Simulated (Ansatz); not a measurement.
Calculated with Ansatz (gas phase, PBE0-D4/def2-TZVP geometries, no zero-point term in ΔE). CCSD(T)/CBS adds triple-zeta CCSD(T) − MP2 to the extrapolated MP2 energy (def2 sets, frozen cores). This one scheme is used for every species, atoms too. Functionals use def2-TZVPP. B3LYP here is the variant with VWN-RPA as its local correlation; programs differ in this. HSE06 is defined as in plane-wave codes. Open shells (•) are unrestricted, without spin–orbit coupling. Bonds to Ge are less sure, by a few kJ/mol each and by 10 to 20 or more in all where they break to atoms, as the def2 sets lack core-valence functions. Scalar relativity is left out up to krypton.

Reaction (homolysis of the H–Si bond): `F[SiH](Cl)[GeH3]` → H• + `F[Si](Cl)[GeH3]`•

```csv
level,ΔE (eV),difference from CCSD(T)/CBS
PBE-D4,3.79,-0.37
B3LYP-D4,3.98,-0.18
HSE06-D4,3.88,-0.28
BHLYP-D4,4.05,-0.11
CAM-B3LYP-D4,4.05,-0.11
PBE,3.77,-0.39
BLYP,3.83,-0.33
HF/def2-SVP,3.31,-0.85
CCSD(T)/def2-SVP,3.97,-0.19
CCSD(T)/def2-TZVPP,4.09,-0.07
CCSD(T)/CBS,4.16,0
```

(1) What do rigid-rotor, harmonic-oscillator terms from PBE0-D4/def2-TZVP frequencies (298.15 K, 1 bar) make of the CCSD(T)/CBS value? (An estimate is asked.)

Largest T1 diagnostic among the species: 0.014.

Answers

(1) Ansatz gave: ΔZPE = -0.25 eV, ΔH = +3.98 eV, ΔS = 121 J/(mol·K), ΔG = +3.60 eV. Open shells count their whole term as degenerate.

At CCSD(T), def2-SVP lies −0.19 eV from the extrapolated value and def2-TZVPP −0.07 eV: correlation converges slowly with the basis, and small sets miss more of it in the bonded molecule than in its fragments. In def2-TZVPP, CCSD(T) changes the Hartree–Fock value by +0.80 eV (the triples alone add −0.01 eV) and MP2 by +0.72 eV; breaking electron pairs costs correlation energy, which Hartree–Fock lacks.
